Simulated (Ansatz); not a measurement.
The pair A = BH3 (SMILES B) (first 4 atoms), B = CHN (SMILES C#N); geometry from B3LYP-D3(BJ)/def2-TZVP.
(charge 0, multiplicity 1):
```tsv
atom	x (Å)	y (Å)	z (Å)
B	-0.0969	0.0482	0.7696
H	0.6659	0.9271	0.4507
H	0.2039	-1.0311	0.3220
H	-1.2557	0.3333	0.5912
C	0.1712	-0.1899	3.4287
N	0.0572	-0.0886	2.2981
H	0.2776	-0.2844	4.4848
```

Frozen-core correlation.

The values were computed with Ansatz (a first-principles code). Values without a source in brackets are computed.

Total energies (hartree), monomers frozen at their geometry in the pair:

```
structure              HF/aug-cc-pVDZ  B3LYP/def2-TZVPPD  MP2/aug-cc-pVDZ
---------------------  --------------  -----------------  ---------------
AB                       -119.2840365       -120.1210501     -119.6953267
A in the pair's basis     -26.3676145        -26.6027200      -26.4660611
B in the pair's basis     -92.8891880        -93.4651180      -93.1829504
A                         -26.3673097        -26.6025470      -26.4644054
B                         -92.8883107        -93.4648937      -93.1799415
```

Task: Work out the interaction energy without and with the counterpoise correction, and the superposition error, for each level.

Result: 
E(AB) − E(A) − E(B), times 627.509 kcal/mol, with the monomers in their own basis and then in the pair's basis:
- HF/aug-cc-pVDZ: -17.83 uncorrected, -17.09 corrected; the monomers gain 0.74 kcal/mol from borrowed functions
- B3LYP/def2-TZVPPD: -33.64 uncorrected, -33.39 corrected; the monomers gain 0.25 kcal/mol from borrowed functions
- MP2/aug-cc-pVDZ: -31.99 uncorrected, -29.06 corrected; the monomers gain 2.93 kcal/mol from borrowed functions
